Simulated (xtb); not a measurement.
O4Rh, SMILES [O]=[Rh+](=[O])(=[O])=[O], charge +1, multiplicity 1. All values are semi-empirical tight-binding results from xtb (GFN2-xTB unless named), good for trends rather than for accurate numbers. Geometry: GFN2-xTB. The multiplicity is an assumed one; other spin states were not compared.

Optimised geometry:

Bonds (Å): Rh1–O2 1.575, Rh1–O3 1.575, Rh1–O4 1.575, Rh1–O5 1.575. Angles (°): O2–Rh1–O3 109.5, O2–Rh1–O4 109.5, O2–Rh1–O5 109.5, O3–Rh1–O4 109.5, O3–Rh1–O5 109.5, O4–Rh1–O5 109.5.
Charge +1, spin multiplicity 1.

For metal compounds this method's bond lengths and energies can be far off.

Q: Estimate the properties. (An estimate is asked for; the answer gives what the named calculation found.)

A: 
```
Quantity                                       Value
-------------------------------------  -------------
point group as xtb finds it                       Td
orbital gap                                  3.32 eV
zero-point energy                       8.0 kcal/mol
G − E(el) at 298.15 K (modified RRHO)  -8.7 kcal/mol
```

Computed atomic charges and the Wiberg bond orders between heavy atoms:
charges (e) Rh1 1.29, O2 -0.07, O3 -0.07, O4 -0.07, O5 -0.07. Bond orders Rh1–O2 1.82, Rh1–O3 1.82, Rh1–O4 1.82, Rh1–O5 1.82.
